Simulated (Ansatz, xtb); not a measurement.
# A geometry optimisation of CH2BBrF+ with r2SCAN-D4/def2-SVP

The starting geometry of this gas-phase singlet was built from a drawn formula by distance geometry and a force field; its bonds are those of `[CH2+]B(F)Br`.

```yaml
atoms:
  - { symbol: C, position_ang: [-1.8508, -0.2628, -0.4774] }
  - { symbol: B, position_ang: [-1.1748, 0.9118, -1.2322] }
  - { symbol: Br, position_ang: [0.5330, 1.6818, -0.5659] }
  - { symbol: F, position_ang: [-1.7659, 1.4853, -2.4006] }
  - { symbol: H, position_ang: [-1.4374, -0.6175, 0.4102] }
  - { symbol: H, position_ang: [-2.7949, -0.6683, -0.8484] }
```

Question: Predict what it relaxes into with r2SCAN-D4/def2-SVP.

Answer: A new bond forms, giving a structure with Br3 bridging B2 and C1, given below by its coordinates. Distances that change by over a tenth: B2–F4 (1.43 → 1.26 Å). Contacts that close: C1–Br3 (3.08 → 2.11 Å).

The energy falls by 1.77 eV over 16 steps:

```json
{"step": "1", "E − E(last) (eV)": "1.769"}
{"step": "3", "E − E(last) (eV)": "1.288"}
{"step": "4", "E − E(last) (eV)": "1.142"}
{"step": "6", "E − E(last) (eV)": "0.896"}
{"step": "8", "E − E(last) (eV)": "0.411"}
{"step": "9", "E − E(last) (eV)": "0.162"}
{"step": "11", "E − E(last) (eV)": "0.041"}
{"step": "13", "E − E(last) (eV)": "0.005"}
{"step": "14", "E − E(last) (eV)": "0.000"}
{"step": "16", "E − E(last) (eV)": "0.000"}
```

Final geometry (Å):

```yaml
atoms:
  - { symbol: C, position_ang: [-1.6514, -0.1163, -0.5110] }
  - { symbol: B, position_ang: [-1.5528, 1.1240, -1.3619] }
  - { symbol: Br, position_ang: [0.3024, 0.6456, -0.7614] }
  - { symbol: F, position_ang: [-2.0068, 2.0607, -2.0798] }
  - { symbol: H, position_ang: [-1.9004, -0.0634, 0.5589] }
  - { symbol: H, position_ang: [-1.6819, -1.1203, -0.9590] }
```

From the same start GFN2-xTB reaches the same bonding as this run.

No frequencies were run, so the end isn't proven a minimum. Run with Ansatz 0.2.0, 100 s on 1 thread of AMD EPYC (Zen 3), on a shared host.
